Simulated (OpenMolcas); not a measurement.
An atom or ion with 30 electrons was computed by MS-CASPT2, IPEA 0.25 Eh, imaginary shift 0.1 Eh with spin-orbit coupling (OpenMolcas, ANO-RCC-VTZP, DKH2). The lowest levels that the run gave, each within 12 % of the measured value where one is at hand:

```tsv
J	Parity	E (cm-1)	g
0	even	0.0	
0	odd	87164	
1	odd	88613	1.500
2	odd	91784	1.501
1	odd	134263	1.001
0	even	210319	
1	even	212268	1.501
2	even	213914	1.354
2	even	218540	1.147
0	even	248996
```

Task: Which ion is it, and what are the configurations and terms?

Result: Se4+ (Z = 34, charge +4; active space 2 electrons in 4 orbitals (4s 4p)). J, parity and g give the terms where levels are pure, and mixed ones are named by the computed weights; the size of the splittings, set against known spectra of the 30-electron sequence, gives the charge. In order, with the measured energies in cm-1 (the list in Rauch et al., Astron. Astrophys. 606, A105 (2017)): 4s2 1S0, 4s 4p 3P* 0 (89749), 4s 4p 3P* 1 (91350), 4s 4p 3P* 2 (94960), 4s 4p 1P* 1 (131733), 4p2 3P0 (211794), 4p2 3P1 (214091), 4p2 3P2 [71 %] (218615), 4p2 1D2 [71 %] (213203), 4p2 1S0 (248787).

Over all roots computed the reference weight is 0.94 to 0.99; the roots of lowest weight are the least certain, and an intruder state may touch them. Some levels mix across a computed gap that differs much from the measured one, so their mixing is not that of the real levels. The ¹D term of p² mixes with s d, which this space lacks. Computed and measured levels are paired by configuration, term and J; levels that our copy of the source lacks, or whose pairing is in doubt (as where it misses far off the trend of its configuration), stay unpaired and out of the deviations. Only configurations of the active space appear.

A share in square brackets marks a mixed level and gives the weight of the term that names it. * marks odd parity.
